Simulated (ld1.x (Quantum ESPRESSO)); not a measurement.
# Transferability test, ultrasoft potential for Ti (Z = 22)

- Element: Ti
- Generator: ld1.x (Quantum ESPRESSO) 7.5
- Type: ultrasoft
- Functional: PBEsol
- Relativity: scalar-relativistic
- Frozen core: [Ne]
- Valence charge: 12
- Reference configuration: 3s2 3p6 3d2 4s1.5 4p0 (charge +0.5)
- Partial waves: 3s (bound): rcut 1.45, rcutus 1.70 bohr; 4s (bound): rcut 1.45, rcutus 1.70 bohr; 3p (bound): rcut 1.75, rcutus 2.15 bohr; 4p (bound, empty): rcut 1.75, rcutus 2.15 bohr; 3d (bound): rcut 1.85, rcutus 1.95 bohr; 3d channel at 2 Ry: rcut 1.85, rcutus 1.95 bohr
- Local potential: all-electron potential smoothed inside 1.35 bohr (lloc = -2)
- Core correction: Bessel-smoothed model core inside 0.90 bohr
- Augmentation charge: PSQ, radius 1.35 bohr

Energies are relative to the spin-unpolarised reference configuration 3s2 3p6 3d2 4s1.5 4p0; without spin polarisation the order of configurations can differ from experiment. Not all tests gave a result: 1 of 7 tests not solved or not reliable. Left out of the table: 3s2 3p6 3d0 4s0 4p0 (solver errors, printed error -671 eV).

```csv
valence configuration,charge,ΔE all-electron (eV),error AE − PS (meV)
3s2 3p6 3d2 4s1 4p0,+1,4.415,-0.2
3s2 3p6 3d2 4s0 4p2,0,3.362,-30
3s2 3p6 3d1 4s2 4p1,0,1.753,+31
3s2 3p6 3d3 4s0 4p0,+1,4.418,+4.7
```

Q: What are ΔE and the potential's error for 3s2 3p6 3d2 4s2 4p0?

A: ΔE = -2.944 eV all-electron; the error (AE − PS) is +0.2 meV.

Q: What are ΔE and the potential's error for 3s2 3p6 3d2 4s0 4p0?

A: ΔE = 17.886 eV all-electron; the error (AE − PS) is -0.9 meV.

Levels in the configuration 3s2 3p6 3d3 4s0 4p0:

```
level  all-electron (eV)  pseudo (eV)
   3s            -65.279      -65.292
   3p            -41.803      -41.798
   3d             -7.976       -7.980
```
